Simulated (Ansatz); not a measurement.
C2H6FNSi can be A, `CN1C[SiH]1F`, or B, `C=C(F)N[SiH3]`.

Program: Ansatz. Geometries: PBE0-D4/def2-TZVP. ΔE: electronic, gas phase. CCSD(T)/CBS is the MP2 limit (def2-TZVPP, def2-QZVPP) plus CCSD(T) − MP2 in def2-TZVPP, frozen cores. Functionals use def2-TZVPP. B3LYP here is the variant with VWN-RPA as its local correlation; programs differ in this. One conformer a species, not always the lowest.

A:

```xyz
11

C    -0.376    1.491   -0.379
N    -0.165    0.177    0.133
C    -0.014   -1.068   -0.668
Si    0.505   -0.999    1.081
F    -0.328   -1.639    2.277
H    -0.317    2.217    0.434
H    -1.364    1.585   -0.844
H     0.377    1.760   -1.132
H    -0.946   -1.541   -0.985
H     0.727   -1.028   -1.473
H     1.902   -0.956    1.554
```

B:

```xyz
11

C     1.454    1.123   -1.194
C     0.539    0.706   -0.328
F     0.034    1.558    0.580
N    -0.034   -0.526   -0.173
Si   -1.234   -0.941    1.018
H     1.792    2.146   -1.168
H     1.865    0.444   -1.927
H     0.295   -1.222   -0.820
H    -2.476   -0.148    0.854
H    -0.727   -0.765    2.401
H    -1.509   -2.376    0.756
```

Q: Which isomer does CCSD(T)/CBS put lower? Give the gap. (An estimate is asked.)

A: Computed: A, by 22.4 kcal/mol.

Q: Give E(B) − E(A) in kcal/mol with B3LYP-D4, LDA (SPW92), ωB97M-V, PBE-D4, CCSD(T)/def2-TZVPP, r2SCAN-D4, CCSD(T)/def2-SVP. (An estimate is asked.)

A: The calculation gave: B3LYP-D4 18.6, LDA (SPW92) 21.0, ωB97M-V 20.8, PBE-D4 20.5, CCSD(T)/def2-TZVPP 20.9, r2SCAN-D4 20.3, CCSD(T)/def2-SVP 13.5. None reverses the order clearly.

Q: Does the order hold for the free energy at 298.15 K (harmonic terms from PBE0-D4)? (Best estimate.)

A: The calculation gave: Yes: G(B) − G(A) = +19.1 kcal/mol, for one conformer each. Modes under 60 cm⁻¹, often nearly free rotors, make the harmonic entropy too high.

Largest T1 diagnostic: 0.012.

Leaving LDA and LC-ωPBE aside and taking each functional with its dispersion term where it has one, the values, not all of them listed here, spread over 5.8 kcal/mol, from BLYP-D4 to PBE-QIDH. In def2-TZVPP, CCSD(T) changes the Hartree–Fock value by +5.6 kcal/mol (the triples alone add −0.1 kcal/mol) and MP2 by +9.1 kcal/mol.
